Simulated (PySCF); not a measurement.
Compounds:

A. SMILES CC(=O)C(F)(F)F
B. SMILES O=C1C=C[C@@H]1F
C. `InChI=1S/C5H8F3NSi/c1-3-4-10(2,9)5(6,7)8/h9H2,1-2H3/t10-/m1/s1`

Spectrum 1. 1H NMR (300 MHz, computed): δ 8.86 (dd, J = 3.2, 1.0 Hz, 1H), 6.76 (ddd, J = 5.2, 3.2, 1.0 Hz, 1H), 6.08 (dt, J = 63.0, 1.0 Hz, 1H). 13C{1H} NMR (computed): δ 188.7 (C, d, J = 16.4 Hz), 176.5 (CH, d, J = 17.5 Hz), 156.1 (CH, d, J = 15.8 Hz), 106.8 (CH, d, J = 284.1 Hz).

Spectrum 2. 1H NMR (300 MHz, computed): δ 2.08 (s, 3H), 0.82 (br s, 2H), 0.39 (s, 3H). 13C{1H} NMR (computed): δ 138.4 (C), 112.7 (C), 85.1 (C), 5.6 (CH3), -2.1 (CH3).

Spectrum 3. 1H NMR (300 MHz, computed): δ 2.53 (q, J = 1.3 Hz, 3H). 13C{1H} NMR (computed): δ 195.6 (C, q, J = 33.9 Hz), 125.3 (C, q, J = 367.0 Hz), 25.6 (CH3).

PySCF 2.14.0 with density-fitted response routines calculation with geometry from GFN2-xTB, shielding tensors at PBE0/pcSseg-1 (GIAO) and J: B3LYP/pcJ-1 (spin–dipole term left out of most H,H and C,H couplings); rapidly exchanging positions averaged, a single conformation, non-relativistic, gas phase.

Shifts are taken against calculated references (same method and geometry level): 1H (σref 31.72), 13C (σref 186.93) against TMS. Multiplet labels drop J under 1 Hz and among equivalent protons, and merge close values. Unscaled 3J(H,H) run several per cent high. Splittings of carbon signals by F and P are missing where no couplings were computed. Where no couplings were computed, multiplicities follow the n + 1 count of equivalent neighbours, and m marks all less simple cases (inequivalent or close neighbours, rings, F or P nearby). One-bond C–F couplings are unscaled and too large by tens of Hz. Shifts are as computed. Against solution values, carbons near 30 ppm lie about +3 ppm off and those near 130 ppm about +5 ppm. Of 1211 compounds with measured shifts, 218 miss one by over three times the rms of a fit or turn the order of signals round; such compounds aren't used in these exercises. OH and NH positions are gas-phase values without hydrogen bonding to other molecules.

Problem. Match each spectrum to its structure.

Solution. 1–B, 2–C, 3–A.

- Spectrum 1 (B): 4 13C signals; δC 188.7 is a ketone carbonyl carbon; δC 176.5 is a β carbon of a C=C–C=O unit.
- Spectrum 2 (C): 5 13C signals; δC 138.4 is a CF3 carbon; δC 85.1 is an alkyne carbon.
- Spectrum 3 (A): 3 13C signals; δC 195.6 is a ketone carbonyl carbon; δC 125.3 is a CF3 carbon.
